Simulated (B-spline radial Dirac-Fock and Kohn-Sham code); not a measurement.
Pt²⁺: eigenvalues, ΔSCF and the reference

System: platinum as Pt²⁺, configuration 1s2 2s2 2p6 3s2 3p6 3d10 4s2 4p6 4d10 4f14 5s2 5p6 5d7 6s1 (not the ground configuration).

The density-functional columns are spherical, spin-unpolarised Dirac-Kohn-Sham results without Breit or QED terms: −ε is minus the orbital energy of the initial state and ΔSCF the difference of two total energies. The reference in the last column comes from Dirac-Fock ΔSCF + Breit + QED. All numbers are from a radial B-spline solver, in eV; a selection of levels is shown. The Kohn-Sham columns are given as differences from the reference. For the 1s level of heavy atoms much of the gap between ΔSCF and the reference is the Breit and QED part, -416.8 eV here; for other levels the error of the functional can be larger.

```
     level  LDA −ε − DF  LDA ΔSCF − DF  Dirac-Fock
    K (1s)       -191.8         +405.6     78425.6
   L1 (2s)       -166.9          -56.4     13922.9
L2 (2p1/2)       -114.9          +27.9     13308.7
L3 (2p3/2)       -132.5          -12.2     11599.4
   M1 (3s)        -90.2          -57.7      3339.7
M2 (3p1/2)        -71.3          -36.3      3066.9
M3 (3p3/2)        -70.8          -39.4      2686.8
M5 (3d5/2)        -50.0          -13.4      2158.0
   N1 (4s)        -49.8          -34.6       766.7
N2 (4p1/2)        -41.6          -26.5       650.7
N3 (4p3/2)        -41.4          -27.0       559.8
N5 (4d5/2)        -28.7          -14.8       352.7
N6 (4f5/2)        -11.0           +2.2       108.0
N7 (4f7/2)        -11.1           +2.0       104.7
O2 (5p1/2)        -10.2           -2.0       101.8
O3 (5p3/2)        -10.5           -2.6       86.69
 O4,5 (5d)         -4.7           +1.8       33.45
   P1 (6s)         -2.1           +2.3       25.92
```

Values without a named source are computed, but for edge energies of neutral atoms, which are taken from tables.
